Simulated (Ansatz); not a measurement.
This geometry of Cl3HOZr + H4Si (11 atoms, charge 0, multiplicity 1) is a first-order saddle point.

The calculation used Ansatz, RKS PBE-D4/def2-SVP.

```xyz
11
Properties=species:S:1:pos:R:3
Zr 0.237 -0.142 -0.070
O 0.240 0.231 2.031
H -0.558 0.392 2.573
Cl 2.162 0.820 -0.974
Cl -1.629 1.302 -0.227
Cl -0.552 -1.872 -1.456
Si 1.345 -2.552 1.276
H 0.372 -3.700 1.261
H 2.306 -2.707 0.121
H 2.173 -2.649 2.538
H 0.588 -0.931 1.906
```

Problem. Which two structures does it join? (They come from a converged band through this point; their orientation in space is the band's.)

Solution. Bonds broken: Si7–H11. Bonds formed: Zr1–Si7, O2–H11. Cl3HOZr + H4Si becomes Cl3H5OSiZr.

First end point:

```xyz
11
Properties=species:S:1:pos:R:3
Zr -0.254 0.413 -0.019
O -0.705 0.567 1.814
H -0.887 0.598 2.764
Cl 2.045 0.811 -0.336
Cl -1.461 2.057 -1.187
Cl -0.886 -1.701 -0.859
Si 1.768 -2.918 1.350
H 0.763 -4.032 1.304
H 2.363 -2.688 -0.007
H 2.854 -3.257 2.332
H 1.085 -1.659 1.821
```

Last end point:

```xyz
11
Properties=species:S:1:pos:R:3
Zr 0.263 -0.240 -0.217
O 0.476 0.145 2.068
H -0.374 0.344 2.512
Cl 2.031 1.234 -0.664
Cl -1.941 0.494 0.340
Cl -0.087 -1.448 -2.194
Si 1.221 -2.575 0.901
H 0.117 -3.591 1.101
H 2.378 -3.289 0.246
H 1.691 -2.281 2.336
H 0.910 -0.601 2.547
```

Problem. How far does it lie above each of them?

Solution. 37.8 kcal/mol above the first and 13.3 kcal/mol above the second. This is the barrier of this one path; another mechanism may lie lower. The orbitals stay closed-shell, which can raise the energy where a bond breaks towards radicals; this wasn't checked here.

Run time: 4.6 min on 4 threads of Arm Neoverse V2, with other jobs on the host, peak memory 0.25 GiB.
